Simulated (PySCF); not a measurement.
CH₇BNSi, B₂FH₄, CH₅AlBO (calculated)

Calculation on a computer-drawn molecule: the log of a Hartree-Fock and frozen-core CCSD(T) single point meant for a local Hartree-Fock minimum, with one planted fault or none, to be diagnosed. Offsets are logged minus clean, where the clean run is the same molecule without the fault. The reference is restricted for singlets and unrestricted otherwise, and also for a bond in bohr or an excited solution. Adding or removing an electron swaps singlet and doublet. The excited solution moves the top pair (singlet) or top alpha electron (doublet) to the lowest empty orbital. Highest occupied and lowest empty are orbital energies over both spins, largest force is the largest gradient component, triples share is (T) over the correlation energy, the T1 limit is 0.02 restricted and 0.045 unrestricted, electrons count all cores, a negative frequency is imaginary (commonest isotopes), and the dipole is about the centre of nuclear charge. Program: PySCF 2.14.0.

Common to all runs: logged SCF converged yes; logged CC converged yes; logged SCF stable within its kind yes; possible faults no fault, one electron removed, one electron added, multiplicity raised by two, geometry at a saddle point, SCF held on an excited solution, minimal basis STO-3G, one bond length entered in bohr, all coordinates scaled.

(1) 
```xyz
11
formula=CH7BNSi meant_charge=1 meant_multiplicity=1 meant_basis=cc-pV(D+d)Z logged_electrons=38 logged_basis_functions=100 logged_spin_squared=0 logged_highest_occupied=-16.56 logged_lowest_empty=-5.2048 logged_largest_force=1.928e-05 logged_lowest_frequency=43.084 logged_T1_diagnostic=0.016134 logged_D1_diagnostic=0.064545 logged_triples_share=0.028794 logged_dipole_magnitude=1.3491 logged_energy_HF=-409.79766 logged_energy_CCSD(T)=-410.34484 planted_fault=no_fault HF_energy_offset_from_clean_run=0 CCSD(T)_energy_offset_from_clean_run=0
C     -1.4547     0.7709    -0.1244
Si    -0.0319    -0.3891    -0.0855
B      1.5019    -0.3589     1.2890
N      2.4890    -1.2995     1.1924
H     -1.4031     1.5279     0.6575
H     -1.5008     1.2550    -1.1066
H     -2.3827     0.1961    -0.0174
H     -0.0635    -1.4005    -1.1564
H      1.4780     0.4836     2.1297
H      3.2543    -1.3206     1.8419
H      2.5473    -2.0231     0.5034
```

Units: logged_highest_occupied, logged_lowest_empty in eV; logged_largest_force in hartree/bohr; logged_lowest_frequency in cm⁻¹; logged_dipole_magnitude in debye; logged_energy_HF, logged_energy_CCSD(T) in hartree; HF_energy_offset_from_clean_run, CCSD(T)_energy_offset_from_clean_run in kcal/mol.

Drawn bonds:
```
atom  other atom  order
   1           2      1
   2           3      1
   3           4      1
   1           5      1
   1           6      1
   1           7      1
   2           8      1
   3           9      1
   4          10      1
   4          11      1
```

(2) 
```xyz
7
formula=B2FH4 meant_charge=-1 meant_multiplicity=1 meant_basis=aug-cc-pVDZ logged_electrons=24 logged_basis_functions=105 logged_spin_squared=0.2677 logged_highest_occupied=-2.3648 logged_lowest_empty=3.6851 logged_largest_force=0.028607 logged_T1_diagnostic=0.044466 logged_D1_diagnostic=0.22034 logged_triples_share=0.03075 logged_dipole_magnitude=5.1647 logged_energy_HF=-151.07215 logged_energy_CCSD(T)=-151.54012 planted_fault=one_bond_length_entered_in_bohr,row_6_of_the_drawn_bonds HF_energy_offset_from_clean_run=52.56 CCSD(T)_energy_offset_from_clean_run=50.36
B     -0.2008    -1.1144    -0.5895
B     -1.0809     0.0855     0.2692
F     -0.3746     1.3763     0.4299
H      0.9187    -1.0043    -1.0746
H     -0.6801    -2.2257    -0.7824
H     -2.1621     0.2855    -0.3380
H     -1.6243    -0.7667     2.4153
```

Units: logged_highest_occupied, logged_lowest_empty in eV; logged_largest_force in hartree/bohr; logged_dipole_magnitude in debye; logged_energy_HF, logged_energy_CCSD(T) in hartree; HF_energy_offset_from_clean_run, CCSD(T)_energy_offset_from_clean_run in kcal/mol.

Drawn bonds:
```
atom  other atom  order
   1           2      1
   2           3      1
   1           4      1
   1           5      1
   2           6      1
   2           7      1
```

(3) 
```xyz
9
formula=CH5AlBO meant_charge=0 meant_multiplicity=2 meant_basis=cc-pV(D+d)Z logged_electrons=38 logged_basis_functions=90 logged_spin_squared=0 logged_highest_occupied=0.046914 logged_lowest_empty=6.3032 logged_largest_force=0.039995 logged_T1_diagnostic=0.017039 logged_D1_diagnostic=0.062359 logged_triples_share=0.028306 logged_dipole_magnitude=4.7537 logged_energy_HF=-382.21866 logged_energy_CCSD(T)=-382.77141 planted_fault=one_electron_added HF_energy_offset_from_clean_run=18.48 CCSD(T)_energy_offset_from_clean_run=-2.01
C     -1.5552    -0.7287     1.4169
Al    -0.7999     1.1055     1.4588
B     -0.5920     2.3013    -0.3616
O     -1.2780     3.4131    -0.7233
H     -1.4900    -1.2566     2.3721
H     -2.6133    -0.6975     1.1246
H     -1.0406    -1.3359     0.6608
H      0.2934     2.0064    -1.1336
H     -1.9606     3.6735    -0.1262
```

Units: logged_highest_occupied, logged_lowest_empty in eV; logged_largest_force in hartree/bohr; logged_dipole_magnitude in debye; logged_energy_HF, logged_energy_CCSD(T) in hartree; HF_energy_offset_from_clean_run, CCSD(T)_energy_offset_from_clean_run in kcal/mol.

Drawn bonds:
```
atom  other atom  order
   1           2      1
   2           3      1
   3           4      1
   1           5      1
   1           6      1
   1           7      1
   3           8      1
   4           9      1
```

Notes: highest electron not bound in this basis.
